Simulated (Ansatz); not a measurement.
Ansatz (an electronic-structure program) input:
A basis named .json is the Basis Set Exchange file of that set.

Ansatz 0.2 input:
```yaml
crystal:
  periodic: [false, false, false]
  atoms:
    - {symbol: Au, position_ang: [-0.23543893, -0.23089208, -0.20701558]}
    - {symbol: O, position_ang: [1.72881556, 1.35808963, 1.44146641]}
    - {symbol: C, position_ang: [0.79485855, 1.22929287, 0.80374993]}
basis:
  gaussian:
    orbitals: def2-QZVPPD.json
    fitting: {mean_field: def2-universal-jkfit, correlation: def2-QZVPPD-RIFIT.json}
magnetization: {spin_polarized: true, initial_magnetization: 1}
correlation: {method: mp2, electrons: outside_noble_gas}
```

Problem. Predict the final energy.

Solution. -248.37283 Eh (RI-MP2/def2-QZVPPD). The basis has 217 functions.

The spin state was set by rule; other spins were not relaxed.
